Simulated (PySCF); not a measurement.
## Correlation energy of Se+ (selenium, charge +1)

[Ar] 3d10 4s2 4p3, high-spin 4S determinant. All numbers are calculated (PySCF 2.14, a scalar-relativistic core potential, in cc-pVTZ-PP with ECP10MDF (5s4p3d1f, 39 functions)). Frozen: 3s2 3p6 3d10; 5 electrons correlated.

MP2 pair energies summed by pair of shells (mhartree):

```csv
pair,energy,share (%)
4s-4p,-49.98,66.2
4p-4p,-16.60,22.0
4s-4s,-8.96,11.9
```

Total MP2 correlation energy: -75.54 mhartree.

Same-spin part -20.01 and opposite-spin part -55.53 mhartree; SCS-MP2 scales them by 1/3 and 6/5 to -73.30 mhartree.

| level | correlation energy (mhartree) |
| --- | --- |
| CCSD | -90.18 |
| (T) | -2.54 |
| CCSD(T) | -92.72 |

Diagnostics: T1 = 0.0024, D1 = 0.0049, largest double amplitude 0.053.

Cost of the coupled-cluster step: 0.36 s of wall time on 1 thread of AMD EPYC 7R43 64-Core Processor (shared host), for 5 correlated electrons.
